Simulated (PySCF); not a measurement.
Compound: C6H12NO (doublet state).
SMILES with atom numbers: `[CH3:1][CH:2][C:3]([CH3:4])([CH3:5])[NH:6][CH:7]=[O:8]` (hydrogens: H9, H10, H11 on C1; H12 on C2; H13, H14, H15 on C4; H16, H17, H18 on C5; H19 on N6; H20 on C7)

Structure used (GFN2-xTB), in Å, numbered top down from 1:
```xyz
20
C6H12NO angstrom
C      1.505    1.439    0.781
C      1.014    0.644   -0.359
C      0.002   -0.441   -0.244
C      0.382   -1.611   -1.162
C     -0.192   -0.941    1.188
N     -1.302    0.070   -0.745
C     -1.977    1.098   -0.210
O     -1.674    1.731    0.771
H      0.679    2.002    1.233
H      2.267    2.143    0.459
H      1.916    0.806    1.569
H      1.215    0.996   -1.359
H      1.322   -2.043   -0.830
H     -0.384   -2.384   -1.133
H      0.506   -1.270   -2.187
H     -0.945   -1.726    1.204
H      0.740   -1.343    1.573
H     -0.524   -0.128    1.824
H     -1.652   -0.344   -1.594
H     -2.902    1.313   -0.784
```

The hyperfine couplings belong to this conformer and change with its torsions.

Method: UKS B3LYP, pcH-1 on C H N O, non-relativistic, mean-field spin-orbit, GIAO (PySCF 2.14.0). One conformer (not necessarily the lowest) at the GFN2-xTB geometry, without solvent, vibrations or thermal averaging. The geometry wasn't refined by DFT: couplings that depend on bond lengths, twists or pyramidal angles can differ widely from those at the functional's own minimum. Stability of the SCF solution: not tested.

(1) Break the g tensor into its mass correction, gauge correction and orbital-Zeeman/spin–orbit terms.

(2) At 9.304 GHz, how far is the centre of the isotropic spectrum from where a free electron (g = 2.002319) resonates?

(3) What effective moment and Curie constant follow for a powder?

(4) In a frozen sample, at which fields do the three g values resonate at 9.5, 34, 94 and 263 GHz (hyperfine left aside), and which band first spreads them over more than twice a line width of 1.0 mT?

Results:

(1) 
| Δg (ppm) | 1 | 2 | 3 |
| --- | --- | --- | --- |
| relativistic mass correction | -152 | -152 | -152 |
| gauge correction | 7 | 36 | 32 |
| orbital Zeeman/spin–orbit | -79 | 168 | 761 |
| total | -223 | 53 | 641 |

So g = 2.00210, 2.00237, 2.00296 and g_iso = 2.00248; the tensor is rhombic: the two nearest values differ by 32 % of g3 − g1. 

(2) B = hν/(g μB) with μB/h = 13.99624 MHz/mT gives 331.99 mT for the free electron and 331.96 mT at g_iso, 0.03 mT lower.

(3) With the mean of g² = 4.0099 and S(S+1) = 0.75: μ_eff = √(⟨g²⟩S(S+1)) = 1.734 μB and χT = 0.12505·⟨g²⟩·S(S+1) = 0.376 cm³ K/mol (cgs; spin-Hamiltonian part alone).

(4) 
```csv
band,GHz,B(g3) mT,B(g2) mT,B(g1) mT,spread mT
X,9.5,338.88,338.97,339.02,0.15
Q,34.0,1212.82,1213.17,1213.34,0.52
W,94.0,3353.08,3354.07,3354.53,1.45
J,263.0,9381.49,9384.25,9385.54,4.05
```

The spread grows in proportion to the frequency. J band is the first where it exceeds 2.0 mT.

The Mulliken spin populations are largest on C2 (+1.02), C1 (-0.09) and H9 (+0.06). No atom but C2 exceeds +0.15. The positive populations add up to 1.19 and the negative ones to -0.19, together 2S = 1. The angles at C2 add up to 358.5°, so it is planar; its axial dipolar tensor and the negative coupling of its proton fit spin in a p orbital normal to that plane.

The HOMO–LUMO gaps are 5.82 eV among the α and 5.65 eV among the β orbitals.
